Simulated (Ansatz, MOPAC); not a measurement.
System: H$_{4}$BN$_{2}$O, net charge -1, singlet state. SMILES: NB(N)[O-]

Atoms: N1, B2, N3, O4, H5, H6, H7, H8. Bonds: N1-B2, N1-H5, N1-H6, B2-N3, B2-O4, N3-H7, N3-H8.

Bond lengths (Å) and angles (degrees) optimised at PM3 with MOPAC; PM6 with MOPAC; PM7 with MOPAC; MNDO with MOPAC; PBE/6-31G* with Ansatz (a program for electronic structure); MP2/6-31G* with Ansatz, each started from the B3LYP-D3(BJ)/def2-TZVP structure (Ansatz) of the last column. A row stands for all coordinates that are equal there. 6-31G* holds six Cartesian d functions. No wavenumbers were computed at MNDO, PBE/6-31G*, MP2/6-31G*, so these may be saddle points.

```json
[
 {"coordinate": "N1-B2", "PM3": "1.569", "PM6": "1.522", "PM7": "1.526", "MNDO": "1.517", "PBE/6-31G*": "1.535", "MP2/6-31G*": "1.526", "B3LYP-D3(BJ)/def2-TZVP": "1.511"},
 {"coordinate": "N1-H5", "PM3": "1.000", "PM6": "1.007", "PM7": "0.997", "MNDO": "1.008", "PBE/6-31G*": "1.027", "MP2/6-31G*": "1.017", "B3LYP-D3(BJ)/def2-TZVP": "1.011"},
 {"coordinate": "N1-H6", "PM3": "1.001", "PM6": "1.005", "PM7": "0.995", "MNDO": "1.008", "PBE/6-31G*": "1.030", "MP2/6-31G*": "1.019", "B3LYP-D3(BJ)/def2-TZVP": "1.013"},
 {"coordinate": "B2-O4", "PM3": "1.276", "PM6": "1.284", "PM7": "1.292", "MNDO": "1.265", "PBE/6-31G*": "1.303", "MP2/6-31G*": "1.300", "B3LYP-D3(BJ)/def2-TZVP": "1.295"},
 {"coordinate": "N1-B2-N3", "PM3": "111.5", "PM6": "115.2", "PM7": "114.2", "MNDO": "113.0", "PBE/6-31G*": "109.3", "MP2/6-31G*": "108.7", "B3LYP-D3(BJ)/def2-TZVP": "110.5"},
 {"coordinate": "N1-B2-O4", "PM3": "124.3", "PM6": "122.4", "PM7": "122.9", "MNDO": "123.5", "PBE/6-31G*": "125.3", "MP2/6-31G*": "125.6", "B3LYP-D3(BJ)/def2-TZVP": "124.7"},
 {"coordinate": "B2-N1-H5", "PM3": "111.5", "PM6": "107.0", "PM7": "111.2", "MNDO": "109.3", "PBE/6-31G*": "107.1", "MP2/6-31G*": "108.1", "B3LYP-D3(BJ)/def2-TZVP": "111.3"},
 {"coordinate": "B2-N1-H6", "PM3": "114.1", "PM6": "110.0", "PM7": "113.9", "MNDO": "110.0", "PBE/6-31G*": "111.2", "MP2/6-31G*": "111.4", "B3LYP-D3(BJ)/def2-TZVP": "115.7"},
 {"coordinate": "H5-N1-H6", "PM3": "107.8", "PM6": "108.4", "PM7": "109.9", "MNDO": "104.0", "PBE/6-31G*": "106.5", "MP2/6-31G*": "107.5", "B3LYP-D3(BJ)/def2-TZVP": "109.3"}
]
```

Mean signed difference of all 7 bond lengths from B3LYP-D3(BJ)/def2-TZVP: PM3 0.007 Å, PM6 -0.002 Å, PM7 -0.006 Å, MNDO -0.005 Å, PBE/6-31G* 0.017 Å, MP2/6-31G* 0.009 Å.
